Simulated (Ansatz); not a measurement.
Reaction (ligand exchange at the Si–C bond): `CC(C)[SiH3]` + `CB(C)N` → `CB(C)N[SiH3]` + `CCC`

Isolated molecules relaxed with PBE0-D4/def2-TZVP in Ansatz; ΔE leaves out vibrations. CCSD(T)/CBS adds triple-zeta CCSD(T) − MP2 to the extrapolated MP2 energy (def2 sets, frozen cores). Functionals use def2-TZVPP. Each species was taken in one conformer, which may not be the lowest.

```json
{"level": "BLYP-D4", "ΔE (eV)": "-0.51"}
{"level": "B97M-V", "ΔE (eV)": "-0.55"}
{"level": "ωB97M-V", "ΔE (eV)": "-0.52"}
{"level": "revPBE", "ΔE (eV)": "-0.46"}
{"level": "r2SCAN", "ΔE (eV)": "-0.52"}
{"level": "PBE0", "ΔE (eV)": "-0.49"}
{"level": "CCSD(T)/def2-SVP", "ΔE (eV)": "-0.50"}
{"level": "MP2/def2-TZVPP", "ΔE (eV)": "-0.54"}
```

**Question.** What does CCSD(T)/CBS give? (Estimate.)

**Answer.** Computed: -0.54 eV. The listed levels differ from it by 0.03, -0.01, 0.02, 0.08, 0.02, 0.05, 0.04, 0.00 eV.

**Question.** What do rigid-rotor, harmonic-oscillator terms from PBE0-D4/def2-TZVP frequencies (298.15 K, 1 bar) make of the CCSD(T)/CBS value? (Estimate.)

**Answer.** The calculation gave: ΔZPE = +0.01 eV, ΔH = -0.53 eV, ΔS = 5 J/(mol·K), ΔG = -0.54 eV.

Largest T1 diagnostic among the species: 0.011.

In def2-TZVPP, CCSD(T) changes the Hartree–Fock value by +0.15 eV (the triples alone add +0.02 eV) and MP2 by +0.14 eV. Leaving LDA and LC-ωPBE aside and taking each functional with its dispersion term where it has one, the values, not all of them listed here, spread over 0.15 eV, from BHLYP-D4 to PBE-D4. From PBE to PBE0 (25 % exact exchange), in def2-TZVPP and without D4, ΔE moves by −0.04 eV.
